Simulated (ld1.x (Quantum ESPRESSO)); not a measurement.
What the settings do to the TM potential of Sn

Base potential:

```
Element                 : tin (Sn)
Generator               : ld1.x (Quantum ESPRESSO) 7.5
Type                    : norm-conserving Troullier–Martins (Kleinman–Bylander form)
Functional              : PBE
Relativity              : scalar-relativistic
Frozen core             : [Kr] 4d10
Valence charge          : 4
Reference configuration : 5s2 5p2
Partial waves           : 5p (bound): rc 2.55 bohr; 5s (bound): rc 1.75 bohr
Local potential         : the s channel
Core correction         : a·sin(br)/r model core inside 1.05 bohr
```

All-electron outer shells of the reference configuration (PBE, scalar-relativistic, ld1.x):

```
shell  level (eV)  outermost node (bohr)  outermost maximum (bohr)
   4p      -89.70                   0.41                      0.79
   4d      -25.84                   0.39                      0.88
   5s      -10.55                   0.98                      2.01
   5p       -3.69                   1.09                      2.55
```

Cutoffs, loose and tight: the cutoffs (Ry, on a coarse ladder) from which the occupation-weighted sum of valence levels, in a spherical-Bessel basis at the reference potential, stays within 10 and 1 mRy of its value at 400 Ry. They do not see the model core or the augmentation charge, which bear on the density cutoff. Test errors are all-electron minus pseudo excitation energies from the reference, over the configurations 5s2 5p1; 5s2 5p0; 5s1 5p0; 5s1 5p2; 5s1 5p3; 5s2 5p2.3; 5s2 5p1.5. A dash means not determined; rows that change the core or the reference have their own tests.

| change | outcome | cutoff, loose | cutoff, tight | bound ghosts | largest test error (meV) |
| --- | --- | --- | --- | --- | --- |
| base | generated | 21 Ry | 50 Ry | none | -338 |
| type PAW; waves now 5s (bound): rcut 1.50, rcutus 1.75 bohr; 5s channel at 0.95 Ry: rcut 1.50, rcutus 1.75 bohr; 5p (bound): rcut 2.20, rcutus 2.55 bohr; 5p channel at 3.15 Ry: rcut 2.20, rcutus 2.55 bohr; local potential all-electron potential smoothed inside 1.70 bohr (lloc = -1); augmentation BESSEL, radius 1.65 bohr | failed: new_paw_hamiltonian: negative rho | – | – | – | – |
| core correction none | generated | 21 Ry | 50 Ry | none | +146 |
| functional PW91 | generated | 21 Ry | 50 Ry | none | -346 |
| wave 5p (bound): rc 2.55 bohr becomes 5p (bound): rc 2.84 bohr | generated | 21 Ry | 50 Ry | none | -353 |
| all radii but the core radius scaled by about 1.04 (s 1.82, p 2.64 bohr) | generated | 21 Ry | 45 Ry | none | -342 |
| fully relativistic | generated | 21 Ry | 50 Ry | none | -329 |

Question: What comes out with this change to the base: core [Kr], valence charge 14; reference 4d10 5s2 5p1; waves now 5p (bound): rc 1.95 bohr; 4d (bound): rc 1.10 bohr; 5s (bound): rc 1.60 bohr; core correction a·sin(br)/r model core inside 0.60 bohr?

Answer: outcome: generated; cutoff, loose: 100 Ry; cutoff, tight: 160 Ry; bound ghosts: none; largest test error (meV): -350.
